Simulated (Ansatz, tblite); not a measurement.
Removing and adding an electron: Zn6Te6H22. Total charge 0; singlet. Geometry: PBE-D4/def2-SVP, loosely relaxed. Ansatz, gas phase; energy differences of separate SCF runs; the oxidised species was run as a doublet alone; the reduced species was run as a doublet alone.

```xyz
34

Zn   -1.136   -3.809   -1.632
Zn    3.439    0.217    0.127
Zn   -3.617    1.666   -1.693
Zn    1.848    2.614    0.063
Zn   -0.831   -0.339    1.179
Zn    2.121    0.392    2.572
Te   -2.962   -1.326   -1.922
Te    0.862    0.286   -0.861
Te   -0.807   -2.958    1.325
Te    3.023   -2.181    2.039
Te   -2.866    1.264    1.197
Te    0.440    3.486    2.236
H     0.178   -2.942   -1.542
H    -2.184   -4.934   -1.863
H     4.751   -0.140   -0.614
H     3.291   -2.607   -2.029
H    -2.093    2.078   -1.683
H    -5.157    1.634   -1.916
H     2.889    3.519   -0.671
H     0.137    4.114   -1.605
H     0.491    0.266    2.075
H     2.898    1.367    1.305
H     2.475    0.848    4.028
H    -3.358   -1.692   -3.525
H    -4.420   -1.995   -1.421
H     0.638    0.448   -2.521
H     2.560   -2.854   -2.016
H    -1.518   -2.961    2.863
H     3.048   -2.371    0.357
H     1.166   -2.634    1.919
H    -0.484    3.651   -1.621
H    -3.575    0.494    2.530
H    -0.181    4.791    1.364
H    -1.062    2.608    1.954
```

In the def2 sets Te takes a core potential; there is no spin–orbit coupling. The xTB rows come from tblite. Single mean-field runs in def2-TZVP are fitted with def2-universal-jkfit. HOMO above LUMO, or a gap near zero within one spin, warns that the state may not be the lowest or that an electron is smeared out. In the singlet geometry the species has come apart into loosely held pieces. In the singlet, H16 and H27 lie 0.77 Å apart, H20 and H31 lie 0.77 Å apart (atoms count from 1), so H2 has formed as a molecule. In the doublet geometry the species has come apart into loosely held pieces.

```tsv
level	−HOMO (eV)	vertical IE (eV)	−LUMO (eV)	vertical EA (eV)	HOMO–LUMO gap (eV)	IE − EA (eV)	remarks
GFN2-xTB	10.59	12.22	7.38	5.52	3.20	6.70	loose geometry (+1 doublet), loose geometry (-1 doublet), loose geometry (singlet)
PBE0-D4/def2-TZVP	6.61	7.78	1.83	0.87	4.78	6.91	HOMO above zero (-1 doublet), loose geometry (+1 doublet), loose geometry (-1 doublet), loose geometry (singlet)
BHLYP-D4/def2-TZVP	7.31	7.94	1.02	0.55	6.29	7.39	HOMO above zero (-1 doublet), loose geometry (+1 doublet), loose geometry (-1 doublet), loose geometry (singlet)
```

Q: Estimate the rows for GFN1-xTB, PBE-D4/def2-TZVP.

A: 
```csv
level,−HOMO (eV),vertical IE (eV),−LUMO (eV),vertical EA (eV),HOMO–LUMO gap (eV),IE − EA (eV),remarks
GFN1-xTB,9.75,11.63,6.39,4.47,3.36,7.16,"loose geometry (+1 doublet), loose geometry (-1 doublet), loose geometry (singlet)"
PBE-D4/def2-TZVP,5.73,7.39,2.54,–,3.18,–,"gap within one spin near zero (+1 doublet), loose geometry (+1 doublet), loose geometry (singlet)"
```

Run but left out: PBE-D4/def2-TZVP (charge -1 doublet: an occupied level 0.06 eV above an empty one).   A HOMO above zero means that the electron is unbound at that level or that self-interaction error raises the level; the energy of removing that electron tells which. Raw xTB energy differences between charge states are shifted by several eV; the methods need an empirical correction for them. Sets without diffuse functions give affinities that are too small.
